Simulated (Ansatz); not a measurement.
Z-matrix (Å, degrees):
```
Al
O 1 1.709
O 1 1.709 2 118.4
O 1 1.709 2 118.5 3 155.5
As 1 2.663 2 97.1 3 -102.3
H 2 0.955 1 120.8 3 -3.9
H 3 0.955 1 120.8 2 151.7
H 4 0.955 1 120.8 2 -3.8
H 5 1.508 1 120.2 2 61.7
H 5 1.508 1 120.4 2 -178.1
H 5 1.508 1 120.0 2 -58.1
```

The species carries charge 0 and has multiplicity 1.

**Question.** List the CAM-B3LYP/def2-TZVPP orbital energies in eV (Ansatz). (An estimate is asked.)

**Answer.** Computed: Occupied: -11590.99, -1525.51, -1467.73, -1312.34, -1312.34, -1312.30, -521.33, -521.33, -521.33, -193.21, -140.42, -140.42, -140.29, -113.53, -74.23, -74.11, -74.11, -47.66, -47.66, -47.55, -47.55, -47.50, -28.27, -27.91, -27.90, -20.58, -15.44, -14.58, -14.58, -12.76, -12.76, -11.47, -10.91, -10.65, -10.65, -9.91, -9.91, -9.38. Lowest empty: 0.86, 1.12, 1.12, 1.96, 2.78, 2.78, 3.81, 4.04.
